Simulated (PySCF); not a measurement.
# Broadened absorption spectrum of C8H9F3

Compound: C8H9F3.
InChI=1S/C8H9F3/c1-4-5-6(2)7(3)8(9,10)11/h4-5H,2-3H2,1H3/b5-4+

Computed with TDDFT CAM-B3LYP/def2-SVPD, vertical, gas phase, core orbitals frozen in the response in PySCF 2.14.0, density-fitted response routines. The structure is a single PBE0-D3(BJ)/def2-SVP conformer in the gas phase; no vibrational or solvent corrections. Torsions of this conformer, `[CH2:1]=[C:2](/[CH:3]=[CH:4]/[CH3:5])[C:6](=[CH2:7])[C:8]([F:9])([F:10])[F:11]`: C1–C2–C3–C4 -178°, C1–C2–C6–C7 -102°, C2–C6–C8–F9 176°.

Computed states:

| state | E (eV) | f |
| --- | --- | --- |
| S1 | 5.26 | 0.046 |
| S2 | 5.66 | 0.577 |
| S3 | 6.59 | 0.0009 |
| S4 | 6.66 | 0.038 |
| S5 | 7.01 | 0.0017 |
| S6 | 7.22 | 0.018 |
| S7 | 7.27 | 0.025 |
| S8 | 7.41 | 0.249 |
| S9 | 7.51 | 0.012 |
| S10 | 7.73 | 0.058 |

Broadening: Gaussians 0.4 eV wide at half height, area fixed by f = 4.319×10⁻⁹ ∫ε dν̃. The width is an assumption, not a result. The curve ends short of the highest state used, and states not computed would add to its high-energy end.

Task: Give the broadened spectrum and its maxima.

Result: 
λ (nm), ε (L mol⁻¹ cm⁻¹) and a bar:
```
    173.9       6841 #####
    176.0       3442 ###
    178.2       1843 #
    180.3       1620 #
    182.5       2056 ##
    184.6       2525 ##
    186.7       2643 ##
    188.9       2283 ##
    191.0       1658 #
    193.2        994 #
    195.3        530 
    197.4        286 
    199.6        295 
    201.7        691 #
    203.9       1874 #
    206.0       4292 ###
    208.1       8528 #######
    210.3      15112 ############
    212.4      22849 ##################
    214.5      30577 #######################
    216.7      36682 ############################
    218.8      39091 ##############################
    221.0      37539 #############################
    223.1      32891 #########################
    225.2      26588 ####################
    227.4      19828 ###############
    229.5      14312 ###########
    231.7       9986 ########
    233.8       7170 #####
    235.9       5309 ####
    238.1       3999 ###
    240.2       3086 ##
    242.4       2322 ##
    244.5       1716 #
    246.6       1216 #
    248.8        807 #
    250.9        519 
    253.1        310 
    255.2        181 
    257.3        101 
    259.5         52 
    261.6         27 
    263.8         13 
    265.9          6
```

Maxima: 219 nm (5.66 eV), ε about 39000, made up of S2 (99%); 186 nm (6.66 eV), ε about 2700, made up of S4 (97%) (ε in L mol⁻¹ cm⁻¹; maxima over ε = 5, shares over 10%). At its high-energy end, 7.13 eV, the curve is still rising (ε about 6900, from S6, S7 and S8).

Task: Coming from long wavelengths, where does ε first pass 100 L mol⁻¹ cm⁻¹?

Result: At about 257 nm (4.82 eV), 0.44 eV below S1.

Task: Does any computed singlet lie in the visible range?

Result: No computed singlet lies in the visible range (380 to 750 nm); the lowest, at 236 nm, stands 2.00 eV above its violet end (3.26 eV); a Tamm–Dancoff triplet lies at 398 nm, without intensity as long as spin–orbit coupling is left out.

Task: On this curve, what absorbance would a 10⁻⁴ mol/L sample give at 248 nm over a 1 cm path?

Result: 248 nm is 4.999 eV, where ε is about 940 L mol⁻¹ cm⁻¹, so A = ε c l ≈ 0.094 (Beer–Lambert, with the gas-phase spectrum and the assumed width).
